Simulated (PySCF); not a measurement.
C2H6BO2, charge +1, multiplicity 1.

```xyz
11

C     -2.6232     0.0540    -0.1396
O     -1.2342    -0.1522     0.1469
B      0.0000     0.0000     0.1077
O      1.2342     0.1522     0.1469
C      2.6232    -0.0540    -0.1396
H     -2.7843    -0.1429    -1.2057
H     -3.1855    -0.6528     0.4798
H     -2.8741     1.0893     0.1187
H      2.8741    -1.0893     0.1187
H      2.7843     0.1429    -1.2057
H      3.1855     0.6528     0.4798
```
Charge +1, spin multiplicity 1.

The structure is a stationary point at PBE0-D3(BJ)/def2-SVP. The spin state was assumed, not searched. The isomer is the one that the SMILES or the coordinates give; other isomers of the formula were not compared. The values are those of a single conformer.

Computed with PBE/pcSseg-1 (PySCF). Non-relativistic, no solvent.

Computed absolute GIAO shielding of each atom: isotropic value and principal components (ppm):
```
atom  σ(iso)    σ11    σ22    σ33   span
----  ------  -----  -----  -----  -----
C1     111.7   74.2   76.9  184.0  109.8
O2     302.3  242.0  261.9  403.0  161.0
B3     101.5   42.1   42.4  220.2  178.0
O4     302.3  242.0  261.9  403.0  161.0
C5     111.7   74.2   76.9  184.0  109.8
H6      26.2   22.7   24.1   31.9    9.3
H7      26.4   22.9   24.1   32.2    9.3
H8      26.2   22.7   24.1   32.0    9.3
H9      26.2   22.7   24.1   32.0    9.3
H10     26.2   22.7   24.1   31.9    9.3
H11     26.4   22.9   24.1   32.2    9.3
```
